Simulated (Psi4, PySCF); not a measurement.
Here is a job for PySCF.
```python
from pyscf import gto, scf, dft

mol = gto.Mole()
mol.atom = '''
    B    -0.000000   -0.000000   -1.059676
    F     0.000000    0.000000    0.588709
'''
mol.basis = '6-31g**'
mol.charge = -1
mol.spin = 1
mol.verbose = 4
mol.build()

mf = dft.UKS(mol)
mf.xc = 'camb3lyp'
mf.grids.atom_grid = (99, 590)
mf.grids.prune = None
mf.kernel()
```

Give the equivalent Psi4 input.

This is not unique; one that fits is 
```
memory 2 GB

molecule mol {
-1 2
  B    -0.000000   -0.000000   -1.059676
  F     0.000000    0.000000    0.588709
}

set basis 6-31g**
set reference uks
set scf_type pk
set puream true
set d_convergence 1e-8
set dft_radial_points 99
set dft_spherical_points 590

energy('cam-b3lyp')
print_variables()
```

Both were run: PySCF gave -124.513502 Eh and Psi4 -124.513502 Eh, 0.000 mEh apart.
